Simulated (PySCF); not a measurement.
# Ce(III) with more and more OH

Computed with PySCF 2.14.0, PBE0, def2-SVP on the ligands, density fitting, scalar-relativistic core potentials, no spin-orbit coupling, vacuum. The metal has lcecp-1-SVP with ECP47. Each complex is relaxed within the symmetry of its template. Distances are means of the shortest metal–ligand contacts, charges and spins Mulliken's; removal energies are rigid, with the ligand's formal charge and no counterpoise, so too large; for an anion taken off a cation in vacuum most of it is the attraction of opposite charges, and multiply charged cations can part far more cheaply with an electron moved from ligand to metal. lcecp potentials hold a fixed number of 4f electrons in the core, out of states, spins and gaps.

| complex | point group | M–OH (Å) | charge on M (e) | dipole (D) | removal of one OH (eV) | strongest infrared band, degenerate modes summed (cm⁻¹) | unstable modes (below −25 cm⁻¹) |
| --- | --- | --- | --- | --- | --- | --- | --- |
| [Ce(OH)2]+ | C2v | 2.050 | 1.48 | – | 16.97 | 554 | 0 |
| [Ce(OH)4]− | S4, nearly Td | 2.223 | 0.92 | – | 5.40 | 237 | 0 |

Task: What does the calculation give for Ce(OH)3?

Result: point group: C3v, M–OH (Å): 2.148, charge on M (e): 1.17, dipole (D): 1.49, removal of one OH (eV): 10.65, strongest infrared band, degenerate modes summed (cm⁻¹): 360, unstable modes (below −25 cm⁻¹): 0.
```xyz
7

Ce    0.0000    0.0000   -0.3504
O     2.1072    0.0000    0.0676
H     3.0100    0.0000    0.3862
O    -1.0536    1.8249    0.0676
H    -1.5050    2.6068    0.3862
O    -1.0536   -1.8249    0.0676
H    -1.5050   -2.6067    0.3862
```

The more ligands, the longer each bond and the weaker the last ligand is held.

One start shape was tried for each, so a minimum needn't be the lowest isomer.
